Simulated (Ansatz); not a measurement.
ClI, triplet, geometry from GFN2-xTB (a higher spin typed on purpose: for a closed-shell molecule this is an excited state) (core potentials on I); CAM-B3LYP/def2-TZVP (Ansatz, a program for electronic structure).

The Ansatz input:
Ansatz 0.2 input:
```yaml
crystal:
  periodic: [false, false, false]
  atoms:
    - {symbol: Cl, position_ang: [-0.00000000, -0.00000000, -2.11796384]}
    - {symbol: I, position_ang: [0.00000000, 0.00000000, 0.67934689]}
basis:
  gaussian:
    orbitals: def2-TZVP
hamiltonian:
  xc: cam_b3lyp
magnetization: {spin_polarized: true, initial_magnetization: 2}
```

What the program printed (banner, timings and long lists left out):

```
Functional definition: CAM-B3LYP
674 factors; their error is unknown
126 factors; integrals over basis functions are off by at most 2.2e-4 eV
mean field evaluation 1: about -20621.3522 eV, gradient 1.3e1 eV
mean field evaluation 2: about -20618.6927 eV, gradient 2.5e1 eV
mean field evaluation 4: about -20622.5037 eV, gradient 8.4e-1 eV
mean field evaluation 8: about -20622.5261 eV, gradient 1.1e-1 eV
mean field evaluation 16: about -20622.7760 eV, gradient 1.6e-3 eV
mean field evaluation 32: about -20621.2669 eV, gradient 8.7e0 eV
mean field -20622.77604476 eV, -757.8730410252 hartree, gradient 1.5e-5 eV, S^2 2.007501; 4 other end points of the search recorded, 0 dependent functions left out
reference -20622.77613601 eV, -757.8730443786 hartree; 22, 20 occupied and 65, 67 virtual orbitals, 674 factors
Total energy: -20622.77613601 eV, -757.8730443786 hartree
```
